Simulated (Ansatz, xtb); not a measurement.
## Isomers of C3H10OSeSi in order of energy

3 gas-phase structures of C3H10OSeSi, from a drawn sample of its isomers (lower ones may exist). Each was relaxed with GFN2-xTB; where two conformers were screened, the lower at r2SCAN-D4/def2-SVP is listed:

A. `CC(C)O[SiH2][SeH]`, a singlet
B. `CC(C)[Se][SiH2]O`, a singlet
C. `CC[Se][SiH2]OC`, a singlet

Question: Estimate their order in r2SCAN-D4/def2-SVP energy at these geometries, lowest first.

Answer: Calculated order at r2SCAN-D4/def2-SVP: B (0.0), A (3.4), C (11.4) kcal/mol.

Energies above the lowest of each column, in kcal/mol; the last columns are at PBE0-D3(BJ)/def2-SVP geometries:

| structure | GFN2-xTB | HF/STO-3G | r2SCAN-D4/def2-SVP | PBE0-D3(BJ)/def2-SVP | CCSD(T)/def2-SVP + ΔMP2/def2-TZVPP |
| --- | --- | --- | --- | --- | --- |
| B | 5.8 | 3.3 | 0.0 | 0.0 | 0.0 |
| A | 0.0 | 0.0 | 3.4 | 2.9 | 6.9 |
| C | 10.8 | 1.6 | 11.4 | 11.1 | 14.0 |

CCSD(T)/def2-SVP + ΔMP2/def2-TZVPP puts B lowest; GFN2-xTB picks A, HF/STO-3G picks A. Flexible structures stand in one conformer each, not always the lowest. The ΔMP2 step shifts differences by up to 5.3 kcal/mol, which makes them less sure. ΔMP2 is the change of the MP2 energy from the smaller to the larger basis.

Programs: Ansatz 0.2.0, xtb 6.7.1.
